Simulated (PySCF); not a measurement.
## Relaxation of doublet HfCl3

Computed with UPBE in PySCF with Hf def2-SVP with ECP60, Cl def2-SVP; scalar-relativistic core potentials, no spin–orbit coupling; density-fitted integrals. A (50,194) grid was used.

A hand-made trigonal pyramidal start, of C3v symmetry, held to at least that symmetry:

```xyz
4
charge 0 multiplicity 2, angstrom
Hf    0.0000    0.0000   -0.4340
Cl    2.2162    0.0000    0.7444
Cl   -1.1081    1.9193    0.7444
Cl   -1.1081   -1.9193    0.7444
```

Problem. What does it relax to?

Solution. It ends at D3h with Hf–Cl 2.343 Å (×3); Cl–Hf–Cl 120.0° (×3). A frequency run shows a minimum. Other isomers or separated fragments may lie lower.

Problem. How much energy is released, and in how many steps?

Solution. 133.7 kJ/mol in 10 steps.

Other spin states or occupations of the open shell can lie lower. Spin–orbit coupling, left out here, can matter for elements this heavy.
